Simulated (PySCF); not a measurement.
Isomers of C5H8FO2S (doublet state), one GFN2-xTB conformer each. Single-point energies are computed at B3LYP/pcH-1 (PySCF, gas phase, no added dispersion term), electronic only. GFN2-xTB treats the open shell by occupation alone, and not every SCF solution was tested for stability.

```json
{"SMILES": "O=S1(=O)C[CH]C[C@@H]1CF", "GFN2-xTB relative energy (kJ/mol)": "0.0"}
{"SMILES": "[CH2][C@@](F)(SC)C(=O)OC", "GFN2-xTB relative energy (kJ/mol)": "7.3"}
{"SMILES": "O=S1(=O)[CH]CC[C@@H]1CF", "GFN2-xTB relative energy (kJ/mol)": "16.7"}
```

Conformers: `[O:1]=[S:2]1(=[O:3])[CH2:4][CH:5][CH2:6][C@@H:7]1[CH2:8][F:9]` (doublet state) with C6–C7–C8–F9 -46°, O1–S2–C4–C5 72°, S2–C4–C5–C6 42°, C4–C5–C6–C7 -24°, C5–C6–C7–C8 109°; `[CH2:1][C@@:2]([F:3])([S:4][CH3:5])[C:6](=[O:7])[O:8][CH3:9]` (doublet state) with H–C1–C2–F3 168° and -22°, C1–C2–S4–C5 -79°, C1–C2–C6–O7 -26°, C2–C6–O8–C9 178°; `[O:1]=[S:2]1(=[O:3])[CH:4][CH2:5][CH2:6][C@@H:7]1[CH2:8][F:9]` (doublet state) with C6–C7–C8–F9 64°, O1–S2–C4–C5 124°, S2–C4–C5–C6 18°, C4–C5–C6–C7 -42°, C5–C6–C7–C8 162°.

Problem. What does B3LYP/pcH-1 give for the same structures?

Solution. 
| SMILES | B3LYP/pcH-1 E (Eh) | B3LYP/pcH-1 (kJ/mol) | GFN2-xTB (kJ/mol) | point group |
| --- | --- | --- | --- | --- |
| [CH2][C@@](F)(SC)C(=O)OC | -843.79167 | 0.0 | 7.3 | C1 |
| O=S1(=O)C[CH]C[C@@H]1CF | -843.72227 | 182.2 | 0.0 | C1 |
| O=S1(=O)[CH]CC[C@@H]1CF | -843.72106 | 185.4 | 16.7 | C1 |

GFN2-xTB puts O=S1(=O)C[CH]C[C@@H]1CF lowest instead; measured from each level's own lowest isomer, the values differ by up to 182.2 kJ/mol (O=S1(=O)C[CH]C[C@@H]1CF: 0.0 against 182.2). Neighbours under 21 kJ/mol apart (O=S1(=O)C[CH]C[C@@H]1CF and O=S1(=O)[CH]CC[C@@H]1CF) can change places with a better method, another conformer or zero-point energy.
